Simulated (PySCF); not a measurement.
F3Se, charge +1. Atoms are numbered in the order given.

```xyz
4

Se     0.0000     0.0000     0.3698
F      1.2638     0.7296    -0.4657
F      0.0000    -1.4593    -0.4657
F     -1.2638     0.7296    -0.4657
```
Charge +1, spin multiplicity 1.

Geometry optimised at r2SCAN-D4/def2-SVP. The spin state was assumed, not searched. The isomer is the one that the SMILES or the coordinates give; other isomers of the formula were not compared.

Calculation: HF/pcSseg-2 in PySCF.

GIAO shieldings, no solvent; atoms alike by connectivity are averaged. δ = σ(ref) − σ: ⁷⁷Se against Me2Se (σ = 1901.4 ppm); ¹⁹F against CFCl3 (σ = 237.3 ppm), references at their B3LYP-D3(BJ)/def2-TZVP geometries, non-relativistic.

Task: Estimate the chemical shifts. (An estimate is asked for; the answer gives what the named calculation found.)

Result: 
```csv
nucleus,atoms,count,δ (ppm)
⁷⁷Se,Se1,1,1143.3
¹⁹F,"F2, F3, F4",3,49.9
```
